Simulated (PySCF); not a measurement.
**Radial density of Cr²⁺ (chromium, charge +2)**

UHF, [Ar] 3d3 4s1, high-spin 5F determinant (an excited configuration). Computed with PySCF 2.14 in aug-cc-pVDZ-DK, with scalar relativity by spin-free X2C-1e.

```
r (bohr)  4πr²ρ (e/bohr)  4πr²(ρα − ρβ)
0.000867          0.1253         0.0001
 0.00146          0.3204         0.0002
 0.00245          0.8061         0.0005
 0.00413           1.973         0.0012
 0.00694           4.613         0.0028
  0.0117           9.936         0.0059
  0.0196           18.54         0.0106
  0.0330           27.15         0.0132
  0.0556           27.53         0.0068
  0.0935           21.90         0.0074
   0.157           28.37         0.0943
   0.264           27.50         0.4315
   0.445           10.72         1.5535
   0.748           13.02         2.7419
    1.26           6.340         1.7761
    2.12           1.032         0.7924
    3.56          0.2543         0.2542
    5.99        0.003056         0.0030
    10.1       4.557e-05         0.0000
    16.9       1.714e-05         0.0000
```

Densities and radii are taken from the X2C orbitals without a picture-change correction, which distorts them close to the nucleus.
